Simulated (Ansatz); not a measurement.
def2 core potentials replace the inner electrons of Bi.

Species: C₄H₁₁BiO₂, SMILES `CCC[CH2][Bi]([OH])[OH]` (charge 0, multiplicity 1).

Problem. Give a relaxed geometry from PBE0-D3(BJ)/def2-SVP (Ansatz, a program for electronic structure).

Solution. This is not unique; one that fits is the end point of this relaxation, one of several conformers (outside a Z-matrix the atoms follow the SMILES, hydrogens last).
Z-matrix (Å, degrees):
```
C
H 1 1.1049
H 1 1.1062 2 105.39
C 1 1.5195 2 109.16 3 -117.99
H 4 1.1030 1 112.39 2 172.75
H 4 1.1046 5 107.14 1 -122.61
C 1 1.5256 2 109.40 3 116.76
H 7 1.1043 1 109.15 2 179.52
H 7 1.1045 8 105.65 1 116.90
C 7 1.5201 8 109.92 9 118.42
H 10 1.1005 7 111.71 8 -58.43
H 10 1.1019 11 107.64 7 122.31
H 10 1.1020 11 107.55 12 115.31
Bi 4 2.2849 5 108.51 6 -113.59
O 14 2.0957 4 93.82 5 79.75
H 15 0.9653 14 110.85 4 21.59
O 14 2.1020 15 100.46 16 -71.24
H 17 0.9656 14 110.98 15 52.28
```
